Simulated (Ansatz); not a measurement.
Computed with Ansatz on PBE0-D4/def2-TZVP structures; ΔE is electronic, products minus reactants. CCSD(T)/CBS adds triple-zeta CCSD(T) − MP2 to the extrapolated MP2 energy (def2 sets, frozen cores). Functionals use def2-TZVPP. B3LYP here is the variant with VWN-RPA as its local correlation; programs differ in this. For Ge outer-core shells are correlated without core-valence functions, which leaves a few kJ/mol of doubt a bond. Scalar relativity is left out up to krypton. One conformer a species, not always the lowest.

`[BH2][AlH][CH3]` + `N[C](F)(F)[GeH3]` → `[BH2][Al]([CH3])[NH2]` + `F[CH](F)[GeH3]`  (redistribution)

`[BH2][AlH][CH3]`:

```xyz
9

B    -0.710   -1.311   -1.375
Al   -0.665    0.057    0.242
C     0.975    0.929    0.869
H    -0.882   -0.972   -2.515
H    -0.572   -2.497   -1.238
H    -2.031    0.416    0.991
H     1.885    0.562    0.391
H     0.914    2.008    0.684
H     1.086    0.809    1.951
```

`N[C](F)(F)[GeH3]`:

Cartesian coordinates in Å:
```
N 0.153 1.640 0.051
C 0.396 0.351 0.587
F 1.748 0.204 0.683
F -0.107 0.340 1.854
Ge -0.336 -1.249 -0.387
H 0.558 1.737 -0.870
H -0.838 1.839 0.011
H 0.258 -1.234 -1.805
H 0.030 -2.547 0.341
H -1.861 -1.080 -0.465
```

`[BH2][Al]([CH3])[NH2]`:

Cartesian coordinates in Å:
```
B 0.288 1.102 1.851
Al 0.153 -0.060 0.071
C -1.324 0.093 -1.208
N 1.438 -1.232 -0.289
H -0.190 0.758 2.898
H 0.824 2.177 1.896
H -1.207 -0.584 -2.058
H -2.285 -0.132 -0.735
H -1.404 1.111 -1.604
H 1.458 -1.823 -1.105
H 2.249 -1.410 0.281
```

`F[CH](F)[GeH3]`:

```xyz
8

F     0.797   -1.530   -0.884
C    -0.027   -0.446   -0.900
F    -1.291   -0.898   -1.134
Ge    0.050    0.502    0.855
H     0.263    0.175   -1.756
H     1.490    0.979    1.079
H    -0.378   -0.484    1.946
H    -0.904    1.702    0.793
```

```
                species  B3LYP-D4 energy (Eh)
      `[BH2][AlH][CH3]`            -309.01286
     `N[C](F)(F)[GeH3]`           -2372.73165
`[BH2][Al]([CH3])[NH2]`            -364.45155
       `F[CH](F)[GeH3]`           -2317.34079
```

(1) Work out ΔE.

Largest T1 diagnostic among the species: 0.012.

Results:

(1) ΔE = (-364.45155) + (-2317.34079) − (-309.01286) − (-2372.73165) = -0.04783 Eh = -125.6 kJ/mol. CCSD(T)/CBS gives -128.9 kJ/mol.
